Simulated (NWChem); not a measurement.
System: isocyanic acid (CHNO); SMILES O=C=N

Here is an NWChem input.

```
start job
memory heap 200 mb stack 900 mb global 1100 mb
geometry units angstroms noautoz
  N      0.165458     1.178009     0.000000
  C     -0.013213    -0.027901     0.000000
  O     -0.029805    -1.202413     0.000000
  H     -0.566281     1.872091     0.000000
end
basis spherical
  * library 6-31g*
end
dft
  xc b3lyp
  iterations 150
  mulliken
end
task dft energy
```

The geometry was optimised at B3LYP/6-31G* (spherical d). B3LYP is NWChem's, with the RPA form of VWN correlation.

Predict the main results of this run. (B3LYP/6-31G* (spherical d).) Quantities: energy (Ha); highest occupied level (eV); orbital gap (eV); dipole (D).


| Quantity | Result |
|---|---|
| energy (Ha) | -168.67 |
| highest occupied level (eV) | -8.21 |
| orbital gap (eV) | 8.31 |
| dipole (D) | 2.23 |
